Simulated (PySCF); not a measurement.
C4H10BCl (SMILES CC(C)(C)BCl), singlet, at a GFN2-xTB geometry, with bond 2-1 at 1.8 times its length; CASSCF(4,4)+NEVPT2/STO-3G in PySCF.

Input for PySCF:
```python
from pyscf import gto, scf, mcscf, mrpt
import numpy

mol = gto.Mole()
mol.atom = '''
    B    -0.177280    0.242545   -0.986198
    Cl    2.630920   -0.218467   -2.049794
    H    -0.983395    0.657698   -1.732797
    C    -0.536852   -0.010620    0.551355
    C    -1.938433   -0.624521    0.697285
    C     0.470384   -0.907934    1.282383
    C    -0.544983    1.370827    1.240517
    H    -2.196631   -0.729590    1.749443
    H    -1.974498   -1.608751    0.235902
    H    -2.686324    0.003695    0.219970
    H     0.496929   -1.898454    0.833024
    H     1.471261   -0.485707    1.233469
    H     0.193564   -1.014440    2.329864
    H     0.437516    1.834552    1.187036
    H    -1.265069    2.034614    0.767640
    H    -0.815776    1.257886    2.288636
'''
mol.basis = 'sto-3g'
mol.charge = 0
mol.spin = 0
mol.verbose = 4
mol.build()

mf = scf.RHF(mol)
mf.kernel()
mc = mcscf.CASSCF(mf, 4, 4)
mc.fix_spin_(ss=0.0)
mc.kernel()
occ = numpy.linalg.eigvalsh(mc.fcisolver.make_rdm1(mc.ci, mc.ncas, mc.nelecas))[::-1]
ss = mc.fcisolver.spin_square(mc.ci, mc.ncas, mc.nelecas)[0]
print('natural occupations', occ.round(4), ' <S^2>', round(ss, 4))
e2 = mrpt.NEVPT(mc).kernel()
print('E(NEVPT2) = %.10f' % (mc.e_tot + e2))
```

What the program printed (banner, timings and long lists left out):

```
PySCF version 2.14.0

[INPUT] verbose = 4
[INPUT] num. atoms = 16
[INPUT] num. electrons = 56
[INPUT] charge = 0
[INPUT] spin (= nelec alpha-beta = 2S) = 0
[INPUT] symmetry False subgroup None
[INPUT] Mole.unit = angstrom
[INPUT] Symbol           X                Y                Z      unit          X                Y                Z       unit  Magmom
[...]
nuclear repulsion = 251.82465939432
number of shells = 30
number of NR pGTOs = 132
number of NR cGTOs = 44
basis = sto-3g
ecp = {}

******** <class 'pyscf.scf.hf.RHF'> ********
method = RHF
initial guess = minao
damping factor = 0
level_shift factor = 0
DIIS = <class 'pyscf.scf.diis.CDIIS'>
diis_start_cycle = 1
diis_space = 8
diis_damp = 0
SCF conv_tol = 1e-09
SCF conv_tol_grad = None
SCF max_cycles = 50
direct_scf = True
direct_scf_tol = 1e-13
Set gradient conv threshold to 3.16228e-05
Initial guess from minao.
init E= -634.30398904616
[...]
cycle= 1 E= -634.125539305704  delta_E= 0.178  |g|= 0.339  |ddm|= 4.37
[...]
cycle= 2 E= -634.226794087365  delta_E= -0.101  |g|= 0.151  |ddm|= 1.43
[...]
cycle= 3 E= -634.238318616478  delta_E= -0.0115  |g|= 0.0435  |ddm|= 0.343
[...]
cycle= 4 E= -634.239973710274  delta_E= -0.00166  |g|= 0.00843  |ddm|= 0.143
[...]
cycle= 5 E= -634.240040057374  delta_E= -6.63e-05  |g|= 0.00263  |ddm|= 0.024
[...]
cycle= 6 E= -634.240047744464  delta_E= -7.69e-06  |g|= 0.000646  |ddm|= 0.0088
[...]
cycle= 7 E= -634.240048341185  delta_E= -5.97e-07  |g|= 0.000249  |ddm|= 0.00243
[...]
cycle= 8 E= -634.240048419944  delta_E= -7.88e-08  |g|= 4.94e-05  |ddm|= 0.000884
[...]
cycle= 9 E= -634.240048423559  delta_E= -3.61e-09  |g|= 1.53e-05  |ddm|= 0.000186
[...]
cycle= 10 E= -634.240048423914  delta_E= -3.55e-10  |g|= 5.45e-06  |ddm|= 6.33e-05
[...]
Extra cycle  E= -634.240048423971  delta_E= -5.64e-11  |g|= 3.44e-06  |ddm|= 2.34e-05
converged SCF energy = -634.240048423971

******** <class 'pyscf.mcscf.mc1step.CASSCF'> ********
CAS (2e+2e, 4o), ncore = 26, nvir = 14
max_cycle_macro = 50
max_cycle_micro = 4
conv_tol = 1e-07
conv_tol_grad = None
orbital rotation max_stepsize = 0.02
orbital rotation threshold for CI restart = 0.01
augmented hessian ah_max_cycle = 30
augmented hessian ah_conv_tol = 1e-12
augmented hessian ah_linear dependence = 1e-14
augmented hessian ah_level shift = 1e-08
augmented hessian ah_start_tol = 2.5
augmented hessian ah_start_cycle = 3
augmented hessian ah_grad_trust_region = 3
kf_trust_region = 3
kf_interval = 4
ci_response_space = 4
ci_grad_trust_region = 3
with_dep4 0
natorb = False
canonicalization = True
sorting_mo_energy = False
ao2mo_level = 2
internal_rotation = False
******** <class 'pyscf.fci.addons.SpinPenaltyFCISolver'> ********
max. cycles = 50
conv_tol = 1e-08
davidson only = True
linear dependence = 1e-12
level shift = 0.001
max iter space = 12
nroots = 1
pspace_size = 400
spin = None
CASCI E = -634.293688403049  S^2 = 0.0000000
Set conv_tol_grad to 0.000316228
macro iter   1 ( 20 JK    4 micro), CASSCF E = -634.305527719586  dE = -1.18393165e-02  S^2 = 0.0000000
               |grad[o]|=0.102  |grad[c]|=0.0187  |ddm|=0.064  |maxRot[o]|=0.137
macro iter   2 ( 21 JK    4 micro), CASSCF E = -634.306167288475  dE = -6.39568889e-04  S^2 = 0.0000000
               |grad[o]|=0.0195  |grad[c]|=0.00575  |ddm|=0.0385  |maxRot[o]|=0.286
macro iter   3 ( 21 JK    4 micro), CASSCF E = -634.307349510796  dE = -1.18222232e-03  S^2 = 0.0000000
               |grad[o]|=0.0128  |grad[c]|=0.0112  |ddm|=0.0126  |maxRot[o]|=0.218
macro iter   4 ( 21 JK    4 micro), CASSCF E = -634.308408191735  dE = -1.05868094e-03  S^2 = 0.0000000
               |grad[o]|=0.00854  |grad[c]|=0.0134  |ddm|=0.0217  |maxRot[o]|=0.139
macro iter   5 ( 21 JK    4 micro), CASSCF E = -634.312550753701  dE = -4.14256197e-03  S^2 = 0.0000000
               |grad[o]|=0.00664  |grad[c]|=0.0308  |ddm|=0.00875  |maxRot[o]|=0.211
macro iter   6 ( 21 JK    4 micro), CASSCF E = -634.314986582263  dE = -2.43582856e-03  S^2 = 0.0000000
               |grad[o]|=0.00886  |grad[c]|=0.0144  |ddm|=0.00566  |maxRot[o]|=0.217
macro iter   7 ( 21 JK    4 micro), CASSCF E = -634.316358547098  dE = -1.37196484e-03  S^2 = 0.0000000
               |grad[o]|=0.00895  |grad[c]|=0.0165  |ddm|=0.0056  |maxRot[o]|=0.126
macro iter   8 ( 21 JK    4 micro), CASSCF E = -634.317281677770  dE = -9.23130672e-04  S^2 = 0.0000000
               |grad[o]|=0.0081  |grad[c]|=0.0119  |ddm|=0.00438  |maxRot[o]|=0.0676
macro iter   9 ( 21 JK    4 micro), CASSCF E = -634.317409230338  dE = -1.27552568e-04  S^2 = 0.0000000
               |grad[o]|=0.00712  |grad[c]|=0.00997  |ddm|=0.00289  |maxRot[o]|=0.0664
macro iter  10 ( 20 JK    4 micro), CASSCF E = -634.317656940587  dE = -2.47710249e-04  S^2 = 0.0000000
               |grad[o]|=0.00692  |grad[c]|=0.00947  |ddm|=0.00277  |maxRot[o]|=0.0585
macro iter  11 ( 21 JK    4 micro), CASSCF E = -634.317969188248  dE = -3.12247662e-04  S^2 = 0.0000000
               |grad[o]|=0.00654  |grad[c]|=0.00897  |ddm|=0.00246  |maxRot[o]|=0.0644
macro iter  12 ( 20 JK    4 micro), CASSCF E = -634.318188565229  dE = -2.19376981e-04  S^2 = 0.0000000
               |grad[o]|=0.00604  |grad[c]|=0.00839  |ddm|=0.00228  |maxRot[o]|=0.0351
macro iter  13 ( 21 JK    4 micro), CASSCF E = -634.318351343555  dE = -1.62778326e-04  S^2 = 0.0000000
               |grad[o]|=0.00564  |grad[c]|=0.00688  |ddm|=0.00199  |maxRot[o]|=0.0382
macro iter  14 ( 20 JK    4 micro), CASSCF E = -634.318500351764  dE = -1.49008209e-04  S^2 = 0.0000000
               |grad[o]|=0.00531  |grad[c]|=0.00658  |ddm|=0.00193  |maxRot[o]|=0.0214
macro iter  15 ( 21 JK    4 micro), CASSCF E = -634.318598204524  dE = -9.78527597e-05  S^2 = 0.0000000
               |grad[o]|=0.00498  |grad[c]|=0.00582  |ddm|=0.0017  |maxRot[o]|=0.0233
macro iter  16 ( 20 JK    4 micro), CASSCF E = -634.318784525881  dE = -1.86321357e-04  S^2 = 0.0000000
               |grad[o]|=0.00475  |grad[c]|=0.00587  |ddm|=0.00185  |maxRot[o]|= 0.02
macro iter  17 ( 21 JK    4 micro), CASSCF E = -634.318823586157  dE = -3.90602763e-05  S^2 = 0.0000000
               |grad[o]|=0.00425  |grad[c]|=0.00494  |ddm|=0.00144  |maxRot[o]|=0.0104
macro iter  18 ( 18 JK    4 micro), CASSCF E = -634.319013142436  dE = -1.89556279e-04  S^2 = 0.0000000
               |grad[o]|=0.00415  |grad[c]|=0.004  |ddm|=0.00133  |maxRot[o]|= 0.02
macro iter  19 ( 11 JK    4 micro), CASSCF E = -634.319327825510  dE = -3.14683075e-04  S^2 = 0.0000000
               |grad[o]|=0.00351  |grad[c]|=0.00233  |ddm|=0.000808  |maxRot[o]|= 0.04
macro iter  20 (  9 JK    3 micro), CASSCF E = -634.319456444627  dE = -1.28619116e-04  S^2 = 0.0000000
               |grad[o]|=0.00196  |grad[c]|=0.000978  |ddm|=0.000268  |maxRot[o]|=0.0385
macro iter  21 (  5 JK    2 micro), CASSCF E = -634.319463003431  dE = -6.55880456e-06  S^2 = 0.0000000
               |grad[o]|=0.000454  |grad[c]|=7.71e-05  |ddm|=7.53e-05  |maxRot[o]|=0.0109
macro iter  22 (  1 JK    1 micro), CASSCF E = -634.319463003476  dE = -4.51336746e-11  S^2 = 0.0000000
               |grad[o]|=2.29e-05  |grad[c]|=6.52e-06  |ddm|=1.21e-05  |maxRot[o]|=    0
1-step CASSCF converged in  22 macro (396 JK  82 micro) steps
CASSCF canonicalization
Density matrix diagonal elements [1.98281679 1.57388197 0.42683745 0.01646379]
CASSCF energy = -634.319463003476
CASCI E = -634.319463003476  E(CI) = -3.75395112498836  S^2 = 0.0000000
natural occupations [1.983  1.6141 0.3866 0.0163]  <S^2> 0.0

******** <class 'pyscf.mrpt.nevpt2.NEVPT'> ********
NEVPT2 (2e+2e, 4o), ncore = 26, nvir = 14
root = 0
Natural occ [1.98303254 1.61409588 0.38661981 0.01625177]
Natural orbital (expansion on meta-Lowdin AOs) in CAS space
               #1        #2        #3        #4
0 B 1s           0.01129   0.00513  -0.00732  -0.00836
0 B 2s          -0.39882  -0.33199   0.37583   0.39941
0 B 2px         -0.00008  -0.49761   0.60421  -0.17199
0 B 2py          0.14253   0.09071  -0.11015  -0.13205
0 B 2pz         -0.51638   0.17200  -0.21201   0.58856
1 Cl 1s          0.00001   0.00004  -0.00008   0.00001
1 Cl 2s          0.00001  -0.00091   0.00095  -0.00010
1 Cl 3s          0.00693   0.01125  -0.03330   0.00286
1 Cl 2px         0.00032  -0.00499  -0.00605   0.00022
1 Cl 2py        -0.00003   0.00081   0.00098  -0.00011
1 Cl 2pz        -0.00022   0.00188   0.00229   0.00015
1 Cl 3px        -0.02291   0.71291   0.58769  -0.00818
1 Cl 3py         0.00381  -0.11526  -0.09508   0.00366
1 Cl 3pz         0.00952  -0.26894  -0.22217  -0.00403
2 H 1s           0.09079   0.06034  -0.09428  -0.00637
3 C 1s          -0.00154  -0.00063   0.00084   0.00547
3 C 2s          -0.29597   0.02673  -0.03890  -0.35722
3 C 2px         -0.16628   0.00657  -0.04262  -0.14512
3 C 2py         -0.05714   0.00736  -0.00377  -0.04563
3 C 2pz          0.63405  -0.04894   0.08809   0.53898
4 C 1s          -0.00095   0.00037  -0.00056  -0.00004
4 C 2s           0.03138  -0.02245   0.03557  -0.00801
4 C 2px          0.04159  -0.02426   0.05337   0.00311
4 C 2py          0.01658  -0.01883   0.03426  -0.00286
4 C 2pz          0.00409   0.00276  -0.01620  -0.00709
5 C 1s          -0.00106  -0.00039   0.00046  -0.00031
5 C 2s           0.03436   0.02479  -0.02934   0.00887
5 C 2px         -0.03044  -0.00603   0.02584  -0.01258
5 C 2py          0.02596   0.01656  -0.02837   0.01299
5 C 2pz         -0.01404  -0.01692   0.02788  -0.01694
6 C 1s          -0.00109   0.00009  -0.00017   0.00003
6 C 2s           0.03767  -0.00591   0.01165  -0.01120
6 C 2px          0.00065   0.01144  -0.01303   0.00470
6 C 2py         -0.05113   0.01042  -0.02175   0.00570
6 C 2pz         -0.01822   0.00516  -0.01737  -0.00221
7 H 1s          -0.05771   0.01680  -0.03559  -0.03234
8 H 1s           0.02301  -0.00553   0.00844   0.01076
9 H 1s           0.02152  -0.00627   0.00668   0.01157
10 H 1s          0.02431   0.00017   0.00381   0.01262
11 H 1s          0.02321   0.00018   0.00628   0.01172
12 H 1s         -0.06153  -0.00938   0.00733  -0.04196
13 H 1s          0.02294  -0.00340   0.00689   0.00929
14 H 1s          0.02282  -0.00386   0.00429   0.01068
15 H 1s         -0.06132   0.00671  -0.01799  -0.03150
<CAS-nat-orb|mo-hf>  27     15      -0.50567190
<CAS-nat-orb|mo-hf>  27     25       0.70061509
<CAS-nat-orb|mo-hf>  28     28       0.96958071
<CAS-nat-orb|mo-hf>  29     29       0.98169584
<CAS-nat-orb|mo-hf>  30     31       0.54579876
<CAS-nat-orb|mo-hf>  30     32       0.41071292
<CAS-nat-orb|mo-hf>  30     43       0.41222893
Sr    (-1)',   E = -0.00066548510448
Si    (+1)',   E = -0.00062631753387
Sijrs (0)  ,   E = -0.19528783969238
Sijr  (+1) ,   E = -0.00364686813558
Srsi  (-1) ,   E = -0.00679152949002
Srs   (-2) ,   E = -0.00128544770409
Sij   (+2) ,   E = -0.00081826235181
Sir   (0)' ,   E = -0.01533570817098
Nevpt2 Energy = -0.224457458183213
E(NEVPT2) = -634.5439204617
```
